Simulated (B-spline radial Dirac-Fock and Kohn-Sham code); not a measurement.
**Two-hole binding energies of Ba⁴⁴⁺**

System: Ba⁴⁴⁺, [Ne] 3s2.

The run's input, task.json:

```json
{"items": [{
  "Z": 56,
  "q": 44,
  "cfg": [[1, 0, 2], [2, 0, 2], [2, 1, 6], [3, 0, 2]],
  "A": 138,
  "rrms": 4.8378,
  "do": ["binding", "quiet", "double"]
}]}
```

Launch: `python xray_run.py task.json out`

Method: Dirac-Fock energy differences between relaxed states, corrected for Breit and QED terms. Computed with an atomic code on a B-spline grid. U is the two-hole binding energy less the two single-hole energies, the effective repulsion of the holes after relaxation. Each two-hole energy is an average over J within one jj subconfiguration.

```tsv
holes	E(a) (eV)	E(b) (eV)	E(ab) (eV)	U (eV)
1s⁻²	40452.9	40452.9	81931.8	1026.0
1s⁻¹ 2p1/2⁻¹	40452.9	8476.4	?	?
1s⁻¹ 2p3/2⁻¹	40452.9	8084.7	48863.7	326.1
2s⁻²	8811.5	8811.5	17847.6	224.6
2s⁻¹ 2p1/2⁻¹	8811.5	8476.4	17505.5	217.6
2p1/2⁻²	8476.4	8476.4	17222.1	269.4
2s⁻¹ 2p3/2⁻¹	8811.5	8084.7	17108.1	211.9
2p1/2⁻¹ 2p3/2⁻¹	8476.4	8084.7	16807.6	246.6
2p3/2⁻²	8084.7	8084.7	16413.9	244.5
2p1/2⁻¹ 3s⁻¹	8476.4	3546.1	12143.5	121.1
2p3/2⁻¹ 3s⁻¹	8084.7	3546.1	11750.7	120.0
```

Question: Give the missing two-hole energy and U.

Answer: E(ab) = 49283.6 eV and U = 354.3 eV.
